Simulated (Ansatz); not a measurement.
Cu₂Se. Total charge 0; singlet. Geometry PBE0-D4/def2-TZVP.

| atom | x (Å) | y (Å) | z (Å) |
| --- | --- | --- | --- |
| Cu1 | -0.708 | 0.384 | 1.194 |
| Cu2 | -0.482 | -0.319 | -1.319 |
| Se3 | 1.191 | -0.065 | 0.125 |

The structure comes from a short search, and lower isomers may exist.

Question: Estimate the orbital energies around the gap (eV) in Ansatz with PBE-D4/def2-TZVP, PBE-D4/def2-TZVPD, r2SCAN-D4/def2-TZVP, B97M-V/def2-TZVP, r2SCAN0-D4/def2-TZVP.

Answer: 
```csv
orbital,PBE-D4/def2-TZVP,PBE-D4/def2-TZVPD,r2SCAN-D4/def2-TZVP,B97M-V/def2-TZVP,r2SCAN0-D4/def2-TZVP
HOMO−13,-15.88,-15.98,-16.33,-16.36,-17.76
HOMO−12,-7.96,-8.04,-8.07,-8.06,-9.42
HOMO−11,-7.58,-7.65,-7.70,-7.72,-9.10
HOMO−10,-6.96,-7.04,-7.12,-7.21,-8.94
HOMO−9,-6.77,-6.83,-6.88,-6.93,-8.72
HOMO−8,-6.29,-6.35,-6.40,-6.51,-8.41
HOMO−7,-6.27,-6.33,-6.40,-6.49,-8.38
HOMO−6,-6.26,-6.32,-6.38,-6.49,-8.36
HOMO−5,-6.24,-6.30,-6.32,-6.42,-8.18
HOMO−4,-5.98,-6.04,-6.10,-6.20,-8.10
HOMO−3,-5.96,-6.02,-6.09,-6.19,-8.10
HOMO−2,-5.94,-6.01,-6.02,-6.02,-7.13
HOMO−1,-5.26,-5.33,-5.32,-5.37,-6.36
HOMO,-4.70,-4.81,-4.79,-4.88,-5.70
LUMO,-3.39,-3.49,-3.17,-3.36,-2.35
LUMO+1,-2.85,-2.91,-2.56,-2.81,-1.70
LUMO+2,-0.44,-1.19,-0.22,-0.24,0.66
LUMO+3,0.58,-0.72,0.87,0.77,1.74
LUMO+4,1.06,0.08,1.40,1.20,2.19
LUMO+5,1.82,0.37,2.34,1.90,2.91
```
